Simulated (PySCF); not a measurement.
ClK, SMILES [Cl][K] (connectivity only; charge and spin as stated), charge +1, multiplicity 2.

The structure is a stationary point at B3LYP-D3(BJ)/def2-TZVPD. The spin state was assumed, not searched.

Two levels are set side by side: PBE/def2-TZVPD (PySCF) and CAM-B3LYP/def2-TZVPD (PySCF). Same geometry, gas phase. Differences are taken from unrounded values.

```
quantity                  PBE
-----------------------  ----
α-spin orbital gap (eV)  7.01
β-spin orbital gap (eV)  0.39
```

These are the PBE values. What does CAM-B3LYP give? (The exact figures need the calculation; the answer reports its results.)


```
quantity                 CAM-B3LYP  PBE minus CAM-B3LYP
-----------------------  ---------  -------------------
α-spin orbital gap (eV)      11.00                -3.99
β-spin orbital gap (eV)       5.98                -5.59
```

Rough cost on one machine, each run with all the roots and properties that it gave: CAM-B3LYP against PBE within a factor of 2.
